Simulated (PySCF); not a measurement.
Cl3Sc, SMILES [Cl][Sc+]([Cl])[Cl] (connectivity only; charge and spin as stated), charge +1, multiplicity 2. Atoms are numbered in the order given.

```xyz
4

Sc    -0.3269     0.7085     0.0000
Cl     1.3105    -0.2345     1.3961
Cl    -2.2171    -0.4063     0.0000
Cl     1.3105    -0.2345    -1.3961
```
Charge +1, spin multiplicity 2.

Geometry optimised at PBE-D3(BJ)/def2-SVP. The multiplicity is an assumed one; other spin states were not compared.

Computed with PBE-D3(BJ)/def2-SVP (PySCF 2.14.0).

Frequencies are harmonic and unscaled.

| mode | ν (cm⁻¹) | IR (km/mol) | moving atoms (share of kinetic energy) |
|---|---|---|---|
| 1 | 71 | 6.1 | Cl 83 %, Sc 17 % |
| 2 | 83 | 9.3 | Cl 69 %, Sc 31 % |
| 3 | 156 | 7.6 | Cl 84 %, Sc 16 % |
| 4 | 296 | 1.9 | Cl 61 %, Sc 39 % |
| 5 | 387 | 35.4 | Cl 63 %, Sc 37 % |
| 6 | 485 | 84.8 | Cl 51 %, Sc 49 % |
